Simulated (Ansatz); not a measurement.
`[GeH3][CH]1O[SiH2]O1` + `N[SiH2][SiH3]` → `[SiH3][SiH2][NH][GeH3]` + `C1O[SiH2]O1`  (ligand exchange at a Ge–C bond)

Isolated molecules relaxed with PBE0-D4/def2-TZVP in Ansatz; ΔE leaves out vibrations. CCSD(T)/CBS is the MP2 limit (def2-TZVPP, def2-QZVPP) plus CCSD(T) − MP2 in def2-TZVPP, frozen cores. This one scheme is used for every species. DFT in def2-TZVPP. B3LYP here is the variant with VWN-RPA as its local correlation; programs differ in this. For Ge outer-core shells are correlated without core-valence functions, which leaves a few kJ/mol of doubt a bond. Scalar relativity is left out up to krypton. Each species was taken in one conformer, which may not be the lowest.

`[GeH3][CH]1O[SiH2]O1`:

Z-matrix (Å, degrees):
```
C
O 1 1.439
Si 1 2.163 2 50.3
Ge 1 1.987 2 111.8 3 -119.3
O 1 1.439 2 100.6 3 -0.5
H 1 1.096 2 109.7 3 115.1
H 3 1.484 1 124.9 2 90.3
H 3 1.482 1 125.5 2 -89.7
H 4 1.536 1 109.4 2 175.8
H 4 1.536 1 109.4 2 -63.9
H 4 1.535 1 107.4 2 55.9
```

`N[SiH2][SiH3]`:

```xyz
10

N     1.170    0.452    1.276
Si   -0.099   -0.551    0.679
Si   -0.770    0.258   -1.412
H     1.963    0.653    0.688
H     1.454    0.374    2.240
H    -1.220   -0.479    1.656
H     0.239   -2.002    0.529
H     0.405    0.353   -2.325
H    -1.382    1.609   -1.302
H    -1.760   -0.668   -2.030
```

`[SiH3][SiH2][NH][GeH3]`:

Cartesian coordinates in Å:
```
Si -0.662 -2.474 -0.284
Si -0.680 -0.292 0.570
N 0.728 0.557 0.056
Ge 0.883 2.369 -0.231
H -0.775 -2.470 -1.768
H -1.782 -3.277 0.280
H 0.619 -3.146 0.079
H -1.857 0.461 0.056
H -0.838 -0.373 2.055
H 1.610 0.075 0.142
H 1.265 3.123 1.060
H 1.976 2.593 -1.288
H -0.486 2.853 -0.727
```

`C1O[SiH2]O1`:

Z-matrix (Å, degrees):
```
C
Si 1 2.153
O 1 1.430 2 50.6
O 1 1.430 2 50.6 3 180.0
H 1 1.095 2 124.4 3 90.0
H 1 1.095 2 124.4 3 -90.0
H 2 1.483 1 125.2 3 90.0
H 2 1.483 1 125.2 3 -90.0
```

```
             level  ΔE (kJ/mol)  difference from CCSD(T)/CBS
            PBE-D4        -30.4                          9.0
           ωB97X-V        -40.0                         -0.6
           ωB97M-V        -37.9                          1.5
            B2PLYP        -41.2                         -1.8
               PBE        -30.7                          8.7
             B3LYP        -37.9                          1.5
   CCSD/def2-TZVPP        -44.2                         -4.8
    MP2/def2-QZVPP        -42.9                         -3.5
SCS-MP2/def2-QZVPP        -45.7                         -6.3
    CCSD/CBS(def2)        -41.2                         -1.8
       CCSD(T)/CBS        -39.4                            0
```

Largest T1 diagnostic among the species: 0.013.

In def2-TZVPP, CCSD(T) changes the Hartree–Fock value by +14.6 kJ/mol (the triples alone add +1.8 kJ/mol) and MP2 by +12.8 kJ/mol. From PBE to PBE0 (25 % exact exchange), in def2-TZVPP and without D4, ΔE moves by −6.5 kJ/mol.
